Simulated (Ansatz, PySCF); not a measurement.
Gas-phase reaction in SMILES: C=CCCC(C)C [5-methylhex-1-ene] + 7 [H][H] (H2) -> 7 C (CH4)
Each molecule is optimised on its own at B3LYP-D3(BJ)/def2-TZVP (Ansatz, a first-principles code), one conformer each, not searched for the lowest. Frequencies are from Ansatz or PySCF.

Quantity: energy of full hydrogenation (0 K, with B3LYP-D3(BJ) harmonic zero-point energies), in kcal/mol. Correlated levels leave the core frozen unless marked. Spin-orbit coupling is left out. No relativistic terms. CBS marks a two-point X^-3 extrapolation of the correlation energy; Hartree-Fock from the larger set. [CCSD(T)-MP2]/basis is that difference in the basis named.

```csv
level,program,energy of full hydrogenation (kcal/mol)
BLYP/def2-TZVPD,Ansatz,___
PBE0/6-31G*,Ansatz,___
PBE0-D3(BJ)/def2-TZVPD,Ansatz + dftd3,___
PBE0/def2-QZVPP,Ansatz,-117.0
r2SCAN0-D4/def2-TZVPD,Ansatz + dftd4,-111.7
"RI-MP2/CBS(aug-cc-pVTZ,aug-cc-pVQZ)+[CCSD(T)-MP2]/aug-cc-pVTZ",Ansatz,-104.2
```

**Question.** Some entries are withheld; supply them.

**Answer.** 
- BLYP/def2-TZVPD, energy of full hydrogenation (kcal/mol): -113.5
- PBE0/6-31G*, energy of full hydrogenation (kcal/mol): -120.1
- PBE0-D3(BJ)/def2-TZVPD, energy of full hydrogenation (kcal/mol): -109.7
